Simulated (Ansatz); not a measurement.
**SiH2Br− (SMILES [SiH2-]Br): methods side by side**

SiH2Br−: 4 atoms, total charge -1, spin state singlet. SMILES: `[SiH2-]Br`. The shape is that of a GFN2-xTB optimisation.

```xyz
4

Si   -0.1920   -0.3430   -0.6194
Br    1.6877   -0.2714    0.9111
H    -1.2099   -0.5300    0.4614
H    -0.2858    1.1444   -0.7531
```

Each level gives the energy change with the Si1–H3 bond stretched from 1.496 to 3.741 Å (eV). The values are calculated.

```json
{"level": "HF/STO-3G (restricted)", "kind": "Hartree–Fock", "program": "Ansatz", "value (eV)": "7.45", "less FCI/STO-3G": "+2.73"}
{"level": "SVWN5/STO-3G (restricted)", "kind": "LDA", "program": "Ansatz", "value (eV)": "5.26", "less FCI/STO-3G": "+0.54"}
{"level": "PBE/STO-3G (restricted)", "kind": "GGA", "program": "Ansatz", "value (eV)": "4.92", "less FCI/STO-3G": "+0.20"}
{"level": "r2SCAN/STO-3G (restricted)", "kind": "meta-GGA", "program": "Ansatz", "value (eV)": "5.25", "less FCI/STO-3G": "+0.53"}
{"level": "PBE0/STO-3G (restricted)", "kind": "global hybrid", "program": "Ansatz", "value (eV)": "5.76", "less FCI/STO-3G": "+1.04"}
{"level": "r2SCAN0/STO-3G (restricted)", "kind": "hybrid meta-GGA", "program": "Ansatz", "value (eV)": "5.95", "less FCI/STO-3G": "+1.23"}
{"level": "wB97M-V/STO-3G (restricted)", "kind": "range-separated hybrid", "program": "Ansatz", "value (eV)": "6.37", "less FCI/STO-3G": "+1.65"}
{"level": "B2PLYP/STO-3G (restricted)", "kind": "double hybrid", "program": "Ansatz", "value (eV)": "5.25", "less FCI/STO-3G": "+0.53"}
{"level": "CCSD(T)/STO-3G (restricted)", "kind": "coupled cluster or CI", "program": "Ansatz", "value (eV)": "3.91", "less FCI/STO-3G": "-0.81"}
{"level": "FCI/STO-3G", "kind": "exact in the basis", "program": "Ansatz", "value (eV)": "4.72", "less FCI/STO-3G": "0.00"}
```

FCI/STO-3G is exact within its basis and frozen core, so for wave-function methods in that basis the difference is their error; functionals converge differently with the basis, so for them it is only a difference. A spin-restricted reference rises too steeply as a bond breaks; here HF/STO-3G, SVWN5/STO-3G, r2SCAN/STO-3G, PBE0/STO-3G, r2SCAN0/STO-3G, wB97M-V/STO-3G, B2PLYP/STO-3G lie well above the multireference or unrestricted value. All-electron rows without a relativistic Hamiltonian named are non-relativistic. Sets without diffuse functions describe the anion poorly. The first shape isn't each level's own minimum. The values span 3.91 to 7.45 eV. All rows use very small basis sets, so none should be taken for the real molecule's value. In the correlated wave-function rows the outer d shell of Br is correlated, in sets not made for it.
